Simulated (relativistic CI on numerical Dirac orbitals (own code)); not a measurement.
Hyperfine structure of Os LXX, mass number 187

Calculated at this level of theory: Dirac-Coulomb-Breit CI, separate exchange-only KLI orbitals for each configuration, QED by a radiative potential, unscaled Slater integrals (own radial code, finite nucleus).

Configuration list (outside the closed core 1s2): 2s²2p³, 2s2p⁴, 2p⁵, 2p⁴3s, 2s²2p²3s, 2p⁴3p, 2p⁴3d, 2s²2p²3p, 2s²2p²3d, 2s2p³3s, 2s2p³3p, 2s2p³3d, 2s²2p²4s, 2s²2p²4p, 2s²2p²4d, 2s²2p²4f. Levels of other configurations are missing.

Nuclear spin I = 1/2, μ = 0.06442 μN (tables of Stone and Pyykkö). The electronic factors are computed for point nuclear moments, without core polarisation or the Bohr-Weisskopf and QED corrections.

| Level | E (10³ cm⁻¹) | A (GHz) |
| --- | --- | --- |
| 2s²2p³ ²D°5/2 | 12878.4 | 317 |
| 2s²2p³ ²P°1/2 | 13324.4 | 1110 |
| 2s2p⁴ ⁴P5/2 | 15612.5 | 780.1 |
| 2s2p⁴ ²S1/2 | 16509.4 | 3426 |
| 2s2p⁴ ²P3/2 | 16520.9 | -543.3 |
| 2s²2p³ ²P°3/2 | 26045.4 | 120.3 |
| 2s2p⁴ ⁴P3/2 | 28537.9 | 794.5 |
| 2s2p⁴ ²D5/2 | 28878.3 | 981.2 |

Levels with J = 0, under 50 % of one LS term, or S terms without an open s electron are left out. Small factors come from cancelling terms and can be off by tens of per cent or more.

At this charge energies of transitions that change n are usually good to better than 1 %, and those within a shell (Δn = 0) to a few per cent.

(1) Give the hyperfine levels of 2s²2p³ ²P°1/2 relative to its centre of gravity.

Results:

(1) With K = F(F + 1) − I(I + 1) − J(J + 1), E = AK/2: F = 0: -832.4, F = 1: 277.5 GHz.

LS names give the leading component of a level, which can be under half, so a name can repeat, a term be missing and a line seem to break the LS rules.
